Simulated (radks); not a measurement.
Results of a calculation; reference values are marked as such.
Problem. The molybdenum ion Mo+, [Kr] 4d5. Code: a radial shooting solver on a logarithmic mesh with Libxc functionals. Model: non-relativistic Kohn-Sham, exchange-only LDA, spin-polarised, spherical densities, point nucleus. Every spin shell is full or empty, so the densities are truly spherical. Functionals are evaluated on that one density, not self-consistently. Rank these exchange functionals by their error against the exact value of the orbitals, and give that value: LDA, PBEsol, revPBE, PW86, OPTX, AM05, SOGGA, EV93, APBE, TPSS, revTPSS, SCAN, r2SCAN, TASK, MVS.

Solution. Exact: -119.537 hartree. From best to worst, with 100 (|E| - |E exact|)/|E exact| (equal figures are ties): r2SCAN -0.05, MVS +0.06, PW86 -0.07, EV93 -0.15, TPSS -0.18, SCAN +0.23, revPBE -0.25, APBE +0.38, revTPSS -0.86, OPTX +1.06, TASK -2.33, PBEsol -2.39, SOGGA -2.40, AM05 -4.80, LDA -5.19.
